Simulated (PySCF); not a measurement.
# Stretching one bond of B2H3

Calculated results; nothing here was measured. They come from PySCF 2.14.0, an open-source quantum chemistry program, on an isolated molecule that a program drew, which may never have been made. The molecule is B2H3 (charge 0, doublet), drawn as the SMILES string `[BH]B`.

The structure below is the HF double-zeta minimum with every atom moved a little at random, so it isn't optimised. Bond B2-H4 is then set to each length in the table by shifting atom 4 along it, with nothing else relaxed.
```xyz
5
B2H3, angstrom
B    -0.0925   -0.6051    0.6421
B    -0.3585    0.4142    1.8253
H     0.1802   -1.3748   -0.1620
H    -1.3776    0.5526    2.2590
H     0.4801    1.0050    2.2772
```

E is the energy above the same method's energy at the HF double-zeta minimum. IE is the energy to remove one electron at fixed geometry, to the singlet state of charge +1, as a difference of total energies. The basis family is cc-pVnZ, with UHF for radicals and no spin-orbit coupling. Best is HF at quadruple zeta, plus MP2 correlation extrapolated from triple and quadruple zeta, plus CCSD(T) minus MP2 at triple zeta, with a frozen core. The other columns are at triple zeta.

```
bond (Å),E wB97X (kcal/mol),E HF (kcal/mol),E CCSD(T) (kcal/mol),E best (kcal/mol),IE wB97X (eV),IE HF (eV),IE CCSD(T) (eV),IE best (eV),T1
0.9812,20.38,20.08,20.51,20.04,8.705,7.952,8.659,8.707,0.018
1.0352,11.37,11.02,11.48,11.12,8.711,7.963,8.666,8.714,0.019
1.0842,6.20,5.86,6.31,6.02,8.718,7.974,8.675,8.722,0.019
1.1162,4.06,3.76,4.18,3.93,8.723,7.982,8.680,8.727,0.019
1.1772,?,?,?,?,?,?,?,?,?
1.2862,3.91,3.99,3.96,3.87,8.755,8.031,8.715,8.761,0.019
```

T1 is the CCSD diagnostic of the starting molecule.

**Estimate the best E and IE at 1.1772 Å from the other rows.**

A least-squares cubic in the inverse of the bond length through the other values of E best gives 2.08 kcal/mol there. A least-squares quadratic in the bond length through IE best gives 8.738 eV. The calculation gives 2.09 kcal/mol and 8.739 eV, so the fits miss by 0.01 kcal/mol and 0.001 eV. The same recipe one zeta lower moves these two values by 0.04 kcal/mol and 0.02 eV, a gauge of their own error. The rest of the row: E is 2.17 (wB97X), 1.96 (HF), 2.28 (CCSD(T)); IE is 8.733 (wB97X), 7.999 (HF), 8.692 (CCSD(T)); T1 is 0.019.
